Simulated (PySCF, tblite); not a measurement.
Question: Write a Z-matrix for InChI=1S/C5H8NPSSi/c1-8-5-6-2-4(9)3-7-5/h2-3H,1,9H3 as optimised with GFN2-xTB.

Answer: 
Z-matrix in Å and degrees, rows numbered from 1:
```
C 
S   1  1.8126
C   2  1.7565  1  101.05
N   3  1.3105  2  116.48  1     0.06
C   4  1.3199  3  122.43  2   179.78
C   5  1.3910  4  126.40  3     0.05
Si  6  1.8889  5  120.48  4   179.15
C   6  1.3900  5  119.61  4     0.13
P   8  1.7299  6  126.71  5    -0.17
H   1  1.0849  2  109.02  3   -60.09
H   1  1.0850  2  106.39  3  -179.88
H   1  1.0849  2  108.98  3    60.36
H   5  1.0840  4  113.74  3  -179.90
H   7  1.4652  6  108.76  5   -92.12
H   7  1.4637  6  108.04  5   148.51
H   7  1.4629  6  108.68  5    28.20
H   8  1.0848  6  117.97  5  -179.99
```

Of the pairs four or more bonds apart, N4···H10 is among the closest relative to their van der Waals radii: 2.64 Å, 96 % of the sum of Bondi's values. Si7 (SiH3 silicon) is tetrahedral (angles from 108.0° to 110.8°). The 6-membered ring C3–N4–C5–C6–C8–P9 has internal angles of 97.0° to 127.9° (sum 720°, against 720° for a flat polygon); it is planar, 0.00 Å rms from its mean plane, widest ring torsion 0°. The C–S distances run from 1.756 Å (S2–C3, drawn single) to 1.813 Å (C1–S2, drawn single), a spread of 0.057 Å.

The geometry is computed with GFN2-xTB (gas phase).

Its GFN2-xTB frequencies are all real (lowest 27 cm⁻¹). One conformer, not necessarily the lowest (C1–S2–C3–N4 0°). 3 starts were optimised and ended at 0.00, 0.30 and 1.54 kcal/mol (GFN2-xTB); the lowest of these is shown.
